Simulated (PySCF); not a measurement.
## Stationary points of ErH₃

Level of theory: PBE0 in PySCF with Er lcecp-1-TZVP with ECP57, H def2-TZVP; scalar-relativistic core potentials, no spin–orbit coupling; density-fitted integrals.

Relaxations began from a few typed shapes. The search is not exhaustive: other isomers or separated fragments can lie lower, and high-lying points may rest on an excited occupation.

**Question.** Which is the lowest minimum found?
A. valence singlet (4f shell in the core) D3h: Er–H 1.985 Å (×3); H–Er–H 120.0° (×3)
B. valence singlet (4f shell in the core) C3v: Er–H 1.975 Å (×3); H–Er–H 114.6° (×3)

**Answer.** B. The others lie at 2.0 (valence singlet (4f shell in the core) D3h, a saddle point) kJ/mol above it.

For the lowest minimum: the 4f shell sits in the core potential, so its spin is not counted.
